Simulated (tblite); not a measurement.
Species: C5H7O3S (doublet state).
Geometry (GFN2-xTB, Å), atoms numbered from 1 in this order:
```
atom  x, y, z in Å
C1    -2.6487    0.7001   -0.4485
C2    -1.6324   -0.3656   -0.3041
C3    -0.3925   -0.1584    0.1661
C4     0.5943   -1.1891    0.2735
C5     1.8645   -0.9998    0.5931
S6     2.4784    0.7203    0.8852
O7     1.9042    1.5661   -0.1250
O8     3.9053    0.5786    0.8914
O9     1.8140    0.7264    2.1877
H10   -3.5012    0.4891    0.1988
H11   -2.2380    1.6723   -0.1926
H12   -3.0259    0.7233   -1.4708
H13   -1.9400   -1.3604   -0.6054
H14   -0.0796    0.8214    0.4940
H15    0.2698   -2.2004    0.0322
H16    2.6202   -1.7149    0.8493
```

Computed geometry: GFN2-xTB, gas phase. This method treats the open shell by occupation alone, without spin polarisation.

Masses are those of the commonest isotopes; rigid-rotor values at the optimised geometry. The values belong to one conformer with, in the numbering `[CH3:1]/[CH:2]=[CH:3]/[CH:4]=[CH:5]\[S:6]([O:7])(=[O:8])=[O:9]`, C2–C3–C4–C5 172°.

Give the principal moments of inertia and the rotational constants in MHz.

Ia = 148.70, Ib = 655.75, Ic = 708.78 u·Å²; 505379 MHz·u·Å²/I gives A = 3399, B = 770.7, C = 713.0 MHz.

What kind of rotor is it?

A near-prolate asymmetric top. Ray's parameter κ = (2B − A − C)/(A − C) = -0.957; −1 is the prolate and +1 the oblate limit.

Is it planar, by Δ = Ic − Ia − Ib?

Not planar: Δ = Ic − Ia − Ib = -95.68 u·Å². For a rigid frame Δ = −2 Σ m c², so Σ m c² = 47.84 u·Å² lies off the ab plane: 2.00 from hydrogen and 45.84 from heavier atoms. The atom farthest from that plane is 1.44 Å away.

Give the other two planar moments, Paa and Pbb, and the rms extents of the mass along the axes.

Paa = Σ m a² = (Ib + Ic − Ia)/2 = 607.92 and Pbb = Σ m b² = (Ia + Ic − Ib)/2 = 100.86 u·Å². With the mass M = 147.01 u, the rms extents √(P/M) along a, b and c are 2.03, 0.83, 0.57 Å.

For this open shell read J as N, the rotation without spin; fine and hyperfine splittings come on top. Its GFN2-xTB frequencies are all real (lowest 30 cm⁻¹). Constants of a rigid frame at the computed geometry: no zero-point averaging, no centrifugal distortion.
